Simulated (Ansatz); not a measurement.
C₂H₈BNO, SMILES `BNC(C)O`, relaxed with RKS PBE-D4/def2-SVP in Ansatz 0.2.0 from a rough embedded geometry. The force threshold is 0.03 eV/Å; the program also tests the step.

Charge 0, multiplicity 1.

Start:

```xyz
13

B    -1.594    1.097    0.643
N    -0.137    0.826    0.593
C     0.138   -0.360   -0.227
C     1.632   -0.668   -0.259
O    -0.171   -0.075   -1.600
H    -2.108    2.113    0.321
H    -2.363    0.264    1.104
H     0.163    0.620    1.524
H    -0.429   -1.195    0.109
H     1.858   -1.518   -0.844
H     2.241    0.212   -0.499
H     1.914   -0.927    0.838
H    -1.142   -0.389   -1.702
```

Question: By how much does the energy fall, and how many steps does the optimiser take? (Best estimate.)

Answer: Computed: 200.79 kJ/mol, in 23 steps, 1 of them rejected.

Question: Which bonds change most? (An estimate is asked.)

Answer: The calculation gave: B1–N2 from 1.483 to 1.398 Å; C4–H12 from 1.162 to 1.106 Å; C3–H9 from 1.064 to 1.116 Å; C4–H10 from 1.057 to 1.107 Å.

Question: Give the relaxed structure. (Estimate.)

Answer: The calculation gave: 
```xyz
13

B    -1.573    0.922    1.011
N    -0.411    0.788    0.245
C     0.088   -0.420   -0.405
C     1.510   -0.753    0.028
O     0.114   -0.268   -1.811
H    -1.854    2.011    1.473
H    -2.270   -0.061    1.189
H     0.188    1.601    0.066
H    -0.605   -1.237   -0.093
H     1.857   -1.672   -0.481
H     2.195    0.073   -0.255
H     1.561   -0.903    1.123
H    -0.801   -0.081   -2.092
```
